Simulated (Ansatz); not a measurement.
Input file for C3H4BF (`FC1=CCB1`):

```yaml
crystal:
  periodic: [false, false, false]
  atoms:
    - {symbol: F, position_ang: [1.333005, 0.614379, 2.012918]}
    - {symbol: C, position_ang: [0.546065, 0.179319, 1.051886]}
    - {symbol: C, position_ang: [0.840441, -0.079923, -0.247365]}
    - {symbol: C, position_ang: [-0.483359, -0.604034, -0.738107]}
    - {symbol: B, position_ang: [-0.831579, 0.359458, 0.482250]}
    - {symbol: H, position_ang: [1.706851, 0.216385, -0.836420]}
    - {symbol: H, position_ang: [-0.781120, -0.299117, -1.741544]}
    - {symbol: H, position_ang: [-0.616381, -1.673002, -0.595250]}
    - {symbol: H, position_ang: [-1.625321, 1.240337, 0.594532]}
basis:
  gaussian: {orbitals: def2-TZVPP}
correlation: {method: ccsd_t}
output: {orbitals: {seedname: orbitals}}
```

```sh
$ ansatz run in.yaml --threads 2 --pin off --events-out ev --progress --plain --max-ram 4352MiB
```

Log, shortened:

```
Functional definition: HF
1288 factors; integrals over basis functions are off by at most 1.4e-3 eV
mean field evaluation 1: about -6529.7206 eV, gradient 3.3e1 eV
mean field evaluation 2: about -6529.9577 eV, gradient 3.3e1 eV
mean field evaluation 4: about -6532.8142 eV, gradient 3.9e0 eV
mean field evaluation 8: about -6532.8680 eV, gradient 2.4e-1 eV
mean field -6532.86831697 eV, -240.0784825116 hartree, gradient 1.7e-6 eV, S^2 0.000000; 0 other end points of the search recorded, 0 dependent functions left out
5 core orbitals not correlated: weight in the atoms' cores, before any rotation towards them, 1.000 or more for the frozen orbitals, at most 0.000 for the correlated occupied ones
reference -6532.86831697 eV, -240.0784825116 hartree; 13, 13 occupied and 193, 193 virtual orbitals, 1288 factors
second order -22.34744634 eV of doubles, -0.00000000 eV of singles
cycle   1  -22.42428687 eV  change   -7.7e-2 eV  update   1.0e-1
cycle   2  -22.94702885 eV  change   -5.2e-1 eV  update   3.1e-2
cycle   3  -23.06814426 eV  change   -1.2e-1 eV  update   1.6e-2
cycle   4  -23.05965665 eV  change    8.5e-3 eV  update   4.2e-3
cycle   5  -23.05767773 eV  change    2.0e-3 eV  update   2.1e-3
cycle   6  -23.05882330 eV  change   -1.1e-3 eV  update   7.2e-4
cycle   7  -23.05852827 eV  change    3.0e-4 eV  update   3.1e-4
cycle   8  -23.05839297 eV  change    1.4e-4 eV  update   1.1e-4
cycle   9  -23.05843520 eV  change   -4.2e-5 eV  update   4.4e-5
cycle  10  -23.05844095 eV  change   -5.8e-6 eV  update   1.6e-5
perturbative correction -0.99964960 eV, -0.0367364451 hartree
Total energy: -6556.92640752 eV, -240.9626010322 hartree
```

It took 84 s on 2 threads of an Arm Neoverse V2 on a shared host, with 3.2 GiB of host memory at the peak.

MP2 recovers 92.9 % of the CCSD(T) correlation energy and the triples give 4.2 %; T1 = 0.0124.
